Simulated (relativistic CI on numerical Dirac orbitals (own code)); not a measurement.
## Hf XXXIII: q coefficients and field-shift factors

Calculated at this level of theory: Dirac-Coulomb-Breit CI, KLI orbitals optimised for each configuration, derivatives by finite differences, unscaled Slater integrals, QED left out (own radial code, finite nucleus).

Configurations in the expansion (outside the closed core [Ar] 3d10 4s2): 4p6.4d4, 4p5.4d5, 4p6.4d3.4f, 4p6.4d2.5s2, 4p6.4d.4f.5s2. Double excitations out of closed p, d and f shells are left out; levels of such configurations are missing from the list, as are those of other unlisted configurations, and high levels can miss mixing partners.

With x = (α/α₀)² − 1 an excitation energy changes as ω = ω₀ + qx; K = 2q/ω₀ is the relative enhancement. Terms are leading LS components, so labels can repeat. The field-shift factor is F = δν/δ⟨r²⟩ for the transition from the lowest level.

Lowest level 4p6.4d4 3P_0.

```
       Level  ω₀ (cm⁻¹)  q (cm⁻¹)     K  F (GHz/fm²)
4p6.4d4 5D_1      93952    123500  2.63          2.9
4p6.4d4 5D_2     134172    143200  2.13         3.52
4p6.4d4 3F_4     135720    122600  1.81         3.15
4p6.4d4 5D_3     147553    137800  1.87         3.51
4p6.4d4 5D_0     219315    241400   2.2          5.9
4p6.4d4 5D_2     228214    224700  1.97         5.64
4p6.4d4 5D_4     228333    246000  2.15         6.04
4p6.4d4 5D_3     234595    240100  2.05         5.97
4p6.4d4 3H_5     249705    241700  1.94          6.1
4p6.4d4 3P_1     259552    249100  1.92         6.29
4p6.4d4 3H_6     260526    242600  1.86         6.18
4p6.4d4 3G_4     275908    245700  1.78         6.34
4p6.4d4 3F_3     276643    237600  1.72         6.19
```

At this charge energies of transitions that change n are usually good to better than 1 %, and those within a shell (Δn = 0) to a few per cent. Terms inside the open d or f shell come out 10 to 20 % too wide with unscaled integrals.
